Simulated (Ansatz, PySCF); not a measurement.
Species: BNH3, charge 0, doublet. BNH3 (SMILES N[BH], doublet).
B3LYP-D3(BJ)/def2-TZVP minimum from Ansatz (a quantum-chemistry and plane-wave program):
```
N
H 1 1.0078
H 1 1.0126 2 112.87
B 1 1.3753 2 123.32 3 -180.00
H 4 1.1913 1 125.43 2 180.00
```
Charge 0, spin multiplicity 2.

Atomisation energy term by term, kcal/mol (programs: Ansatz). Open shells are spin-unrestricted; no spin-orbit coupling. Correlated methods leave the cores frozen. Rows without X2C or -DK are non-relativistic. CBS(X,Y): correlation extrapolated as X^-3, Hartree-Fock from the larger set. A bracket is a step between two methods taken in the basis named. 'core' is core correlation in cc-pwCVTZ, 'X2C' scalar relativity in cc-pVTZ-DK, both at CCSD(T). For partners of very few electrons the exact lower level stands in for a higher one.

```json
[
 {"term": "Hartree-Fock", "basis": "cc-pVQZ", "kcal/mol": "285.50"},
 {"term": "CCSD correlation", "basis": "CBS(cc-pVTZ,cc-pVQZ)", "kcal/mol": "96.93"},
 {"term": "(T)", "basis": "CBS(cc-pVTZ,cc-pVQZ)", "kcal/mol": "5.61"},
 {"term": "CCSDT(Q) - CCSD(T)", "basis": "cc-pVTZ", "kcal/mol": "0.17"},
 {"term": "CCSDTQ - CCSDT(Q)", "basis": "cc-pVDZ", "kcal/mol": "-0.04"},
 {"term": "core correlation", "basis": "cc-pwCVTZ", "kcal/mol": "1.84"},
 {"term": "scalar relativity", "basis": "X2C, cc-pVTZ-DK", "kcal/mol": "-0.35"},
 {"term": "minus zero-point energy", "basis": "Hessian by PySCF at B3LYP-D3(BJ)/def2-TZVP", "kcal/mol": "-22.82"},
 {"term": "sum: D0", "basis": "", "kcal/mol": "366.8"}
]
```

The step beyond CCSD(T) by other levels: CCSDTQ in cc-pVDZ 0.36; CCSDT(Q) in cc-pVDZ 0.40 kcal/mol.
